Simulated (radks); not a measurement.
Coherent X-ray form factor from a spherical all-electron density. Method: Dirac Kohn-Sham, relativistic LDA (MacDonald-Vosko exchange, VWN5 correlation), spin-unpolarised, spherical densities, finite nucleus; Fermi nuclear charge, rms radius of each element as measured or else 0.836 A^(1/3) + 0.57 fm; computed with a radial shooting solver on a logarithmic mesh with Libxc functionals.

sin(theta)/lambda (1/angstrom)  f0 (electrons)
0.05                                    44.939
0.1                                     44.756
0.15                                    44.454
0.2                                     44.037
0.25                                    43.509
0.3                                     42.879
0.4                                     41.340
0.5                                     39.494
0.6                                     37.423
0.8                                     32.952
1                                       28.551
1.25                                    23.795
1.5                                     20.173
2                                       15.733

The species is in the configuration that NIST lists as its ground one. Which atom or ion scatters so?

Answer. The lead ion Pb37+, [Kr] 4d9. Extrapolating in s^2 from the first two rows gives f0(0) = 45.0, near the electron count 45; among species with that count, the fall with angle is slower the higher Z, and the table is that of Z = 82; from so few rows the species is fixed only to a neighbour or two.
